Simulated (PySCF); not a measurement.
## BrF⁺: energy against distance

Set-up: Br aug-cc-pVDZ-PP with ECP10, F aug-cc-pVDZ; scalar-relativistic core potentials (PySCF 2.14). Energies in eV from Br⁺ + F in their ground configurations at the same level. All curves are PBE0. state 1: ²Π (doublet), unpaired electrons π ↑; state 2: ⁴Σ⁻ (quartet), unpaired electrons σ ↑, π ↑↑, a second solution, started from another occupation.

```json
{"R (Å)": "1.469", "state 1": "-1.007", "state 2": "3.1592"}
{"R (Å)": "1.537", "state 1": "-1.878", "state 2": "1.7958"}
{"R (Å)": "1.605", "state 1": "-2.349", "state 2": "0.8233"}
{"R (Å)": "1.657", "state 1": "-2.512", "state 2": "0.2929"}
{"R (Å)": "1.708", "state 1": "-2.552", "state 2": "-0.0997"}
{"R (Å)": "1.759", "state 1": "-2.499", "state 2": "-0.3807"}
{"R (Å)": "1.828", "state 1": "-2.324", "state 2": "-0.6175"}
{"R (Å)": "1.913", "state 1": "-1.995", "state 2": "-0.7457"}
{"R (Å)": "2.015", "state 1": "-1.518", "state 2": "-0.7324"}
{"R (Å)": "2.152", "state 1": "-0.914", "state 2": "-0.5571"}
```

Q: Put a parabola through the three lowest points of the state 1 curve and estimate Re, k and ωe (reduced mass 15.31 u; 1 eV/Å² = 0.16022 mdyn/Å; ωe = 1302.8·√(k/μ) cm⁻¹).

A: Through R = 1.657, 1.708, 1.759 Å the second-order coefficient is 17.9 eV/Å², so Re ≈ 1.704 Å, k ≈ 5.73 mdyn/Å and ωe ≈ 797 cm⁻¹. A polynomial fit of higher order to the unrounded PBE0 energies gives Re = 1.702 Å, k = 5.81 mdyn/Å, ωe = 802 cm⁻¹; anharmonicity and rounding make the difference.

The higher-order fit for each curve: state 1: Re = 1.702 Å, ωe = 802 cm⁻¹, De = 2.55 eV; state 2: Re = 1.953 Å, ωe = 506 cm⁻¹, minimum 0.76 eV below the ground-state fragments.

⟨S²⟩ of the unrestricted solution departs from its pure value on part of the curve, where spin states mix. Spin–orbit coupling is left out. For an ion De counts to the pair picked by the measured ionisation energies or electron affinities, which need not be the lowest pair at this level. The state was picked by a PBE0 search and need not be the measured ground state.
